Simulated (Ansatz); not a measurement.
`[KH]` + `COC(F)[TeH]` → `[CH3][K]` + `OC(F)[TeH]` at 298.15 K and 1 bar (redistribution).

Program: Ansatz. Geometries: PBE0-D4/def2-TZVP. ΔE: electronic, gas phase. CCSD(T)/CBS is the MP2 limit (def2-TZVPP, def2-QZVPP) plus CCSD(T) − MP2 in def2-TZVPP, frozen cores. def2 core potentials past Kr. For K, Te outer-core shells are correlated without core-valence functions, which leaves a few kJ/mol of doubt a bond. Scalar relativity is left out up to krypton. One conformer a species, not always the lowest.

```tsv
species	CCSD(T)/CBS energy (Eh)	H − E (kJ/mol)	S (J/(mol·K))
`[KH]`	-599.99245	14.6	197.9
`COC(F)[TeH]`	-521.76601	201.4	359.6
`[CH3][K]`	-639.25569	96.6	256.1
`OC(F)[TeH]`	-482.52376	124.9	321.8
```

H − E and S are ideal-gas, rigid-rotor, harmonic terms from PBE0-D4/def2-TZVP, for one conformer and one mirror image of each species. 1 Eh = 2625.50 kJ/mol, R = 8.31446 J/(mol·K).

Problem. By hand: ΔE, ΔH, ΔS and ΔG.

Solution. ΔE = (-639.25569) + (-482.52376) − (-599.99245) − (-521.76601) = -0.02099 Eh = -55.1 kJ/mol. Δ(H − E) = 96.6 + 124.9 − 14.6 − 201.4 = 5.5, so ΔH = -49.6 kJ/mol. ΔS = 256.1 + 321.8 − 197.9 − 359.6 = 20.4 J/(mol·K). ΔG = -49.6 − 298.15 × (20.4)/1000 = -55.7 kJ/mol.

Problem. By hand: the equilibrium constant, and the temperature at which ΔG would vanish if ΔH and ΔS stayed fixed.

Solution. log₁₀ K = −ΔG/(RT ln 10) = 9.8. ΔH and −TΔS have one sign here, so there is no such temperature.

ΔH outweighs TΔS. A doubt of 5 kJ/mol in ΔE shifts log₁₀ K by 0.9 here. Other conformers and mirror images would add mixing entropy, several J/(mol·K) or more a flexible species. These are equilibria of isolated gas molecules and say nothing of rates. Largest T1 diagnostic: 0.017 (customary marks: 0.02 for closed shells, 0.045 for open ones).
